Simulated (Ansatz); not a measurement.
C5H12Si, charge +1, doublet, at a GFN2-xTB geometry (a state made from the parent by changing its charge; the spin is typed, not shown lowest); CCSD(T)/STO-3G (Ansatz, a quantum-chemistry and plane-wave program).

The Ansatz input:
Ansatz 0.2 input:
```yaml
crystal:
  periodic: [false, false, false]
  atoms:
    - {symbol: C, position_ang: [1.98742222, -0.71387019, 1.21039640]}
    - {symbol: C, position_ang: [1.55347815, 0.02772452, 0.23549644]}
    - {symbol: Si, position_ang: [-0.40674766, 0.15074491, -0.16653861]}
    - {symbol: C, position_ang: [-0.62098056, 1.98758016, -0.57878704]}
    - {symbol: C, position_ang: [-1.51306925, -0.51904359, 1.21237923]}
    - {symbol: C, position_ang: [-0.22472511, -1.09503153, -1.63248113]}
    - {symbol: H, position_ang: [3.02814494, -0.66592410, 1.52054307]}
    - {symbol: H, position_ang: [1.38616650, -1.39444468, 1.79194372]}
    - {symbol: H, position_ang: [2.13537443, 0.66765115, -0.40495820]}
    - {symbol: H, position_ang: [-1.65171731, 2.18907041, -0.86195158]}
    - {symbol: H, position_ang: [0.01401259, 2.29848376, -1.40600822]}
    - {symbol: H, position_ang: [-0.39466899, 2.63030928, 0.26936202]}
    - {symbol: H, position_ang: [-1.34268535, 0.00041892, 2.15316636]}
    - {symbol: H, position_ang: [-2.56436871, -0.38211288, 0.96723872]}
    - {symbol: H, position_ang: [-1.36417064, -1.58259184, 1.38769868]}
    - {symbol: H, position_ang: [0.45494310, -0.72256590, -2.39229668]}
    - {symbol: H, position_ang: [0.11608295, -2.07310296, -1.30794618]}
    - {symbol: H, position_ang: [-1.21539909, -1.19977601, -2.06727446]}
basis:
  gaussian:
    orbitals: STO-3G
total_charge: 1
magnetization: {spin_polarized: true, initial_magnetization: 1}
correlation: {method: ccsd_t}
```

Q: Write the output that Ansatz gives for this input, abridged.

A: 
```
Functional definition: HF
613 factors; integrals over basis functions are off by at most 4.6e-5 eV
mean field evaluation 1: about -13042.8429 eV, gradient 1.2e1 eV
mean field evaluation 2: about -13043.0244 eV, gradient 1.2e1 eV
mean field evaluation 4: about -13044.3718 eV, gradient 1.4e0 eV
mean field evaluation 8: about -13044.5049 eV, gradient 5.2e-1 eV
mean field evaluation 16: about -13044.3711 eV, gradient 1.4e0 eV
mean field evaluation 32: about -13044.5633 eV, gradient 1.6e-4 eV
mean field evaluation 64: about -13043.5335 eV, gradient 1.9e-3 eV
mean field evaluation 96: about -13041.7580 eV, gradient 7.5e-1 eV
mean field evaluation 128: about -13041.4744 eV, gradient 7.1e-1 eV
mean field -13044.56327803 eV, -479.3788585451 hartree, gradient 2.6e-6 eV, S^2 0.799650; 6 other end points of the search recorded, 0 dependent functions left out
determinant -13044.56327803 eV, -479.3788585451 hartree, with singles and doubles -13055.10082813 eV, -479.7661063687 hartree
determinant -13043.53352773 eV, -479.3410159194 hartree, with singles and doubles -13054.33910622 eV, -479.7381136048 hartree
determinant -13041.66341963 eV, -479.2722907145 hartree, with singles and doubles -13052.95905289 eV, -479.6873975802 hartree
10 core orbitals not correlated
reference -13044.56327803 eV, -479.3788585451 hartree; 18, 17 occupied and 18, 19 virtual orbitals, 613 factors
second order -7.77230865 eV of doubles, -0.00000000 eV of singles
cycle   1  -10.54475444 eV  change   -7.2e-3 eV  update   1.9e-2
cycle   2  -10.56647193 eV  change   -2.2e-2 eV  update   1.8e-2
cycle   3  -10.61777815 eV  change   -5.1e-2 eV  update   1.5e-2
cycle   4  -10.63052476 eV  change   -1.3e-2 eV  update   7.5e-3
cycle   5  -10.64558168 eV  change   -1.5e-2 eV  update   4.0e-3
cycle   6  -10.65652128 eV  change   -1.1e-2 eV  update   1.8e-3
cycle   7  -10.65986159 eV  change   -3.3e-3 eV  update   7.6e-4
cycle   8  -10.66038646 eV  change   -5.2e-4 eV  update   3.9e-4
cycle   9  -10.66006802 eV  change    3.2e-4 eV  update   1.8e-4
cycle  10  -10.65999551 eV  change    7.3e-5 eV  update   7.9e-5
cycle  11  -10.66008701 eV  change   -9.1e-5 eV  update   4.7e-5
cycle  12  -10.66019308 eV  change   -1.1e-4 eV  update   2.7e-5
cycle  13  -10.66021750 eV  change   -2.4e-5 eV  update   1.6e-5
perturbative correction -0.13625862 eV, -0.0050074120 hartree
Total energy: -13055.35975416 eV, -479.7756217246 hartree
```
